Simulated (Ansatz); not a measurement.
Molecule: [(E)-pent-2-en-3-yl]silane, C5H12Si, net charge 0, singlet state. 
Coordinates optimised at B3LYP-D3(BJ)/def2-TZVP (Ansatz, a quantum-chemistry and plane-wave program):
SMILES: C(/C(=C\C)[SiH3])C
```xyz
18

C     -2.5250     0.2124    -0.1326
C     -1.1707     0.7923     0.1369
C      0.0192     0.2472    -0.1452
Si     1.5758     1.1709     0.3044
C      0.1797    -1.1117    -0.7947
C      0.2477    -2.2443     0.2365
H     -2.4835    -0.7460    -0.6467
H     -3.1251     0.8998    -0.7359
H     -3.0690     0.0673     0.8056
H     -1.1891     1.7645     0.6238
H      2.4485     0.3515     1.1843
H      2.3679     1.4794    -0.9140
H      1.2378     2.4349     1.0009
H      1.0934    -1.1252    -1.3966
H     -0.6391    -1.3032    -1.4920
H     -0.6770    -2.2962     0.8136
H      1.0670    -2.0850     0.9398
H      0.4024    -3.2094    -0.2499
```

Basis-set convergence of Hartree-Fock and MP2 correlation energies (hartree) with Ansatz. Valence correlation only, unless marked. Spin-orbit coupling is left out. No relativistic terms.

```tsv
basis	functions	E(HF)	E(corr, MP2)
cc-pV(D+d)Z	153	-485.25650	-0.80784
cc-pV(T+d)Z	357	-485.32274	-0.98578
cc-pV(Q+d)Z	699	-485.33874	-1.04729
```

Extrapolating the two largest sets (X = 3 and 4) as X^-3: E(corr) = (64·(-1.04729) - 27·(-0.98578))/37 = -1.0922 Eh, an estimate of the basis-set limit. The largest set recovers 95.9 % of it, the smallest 74.0 %.
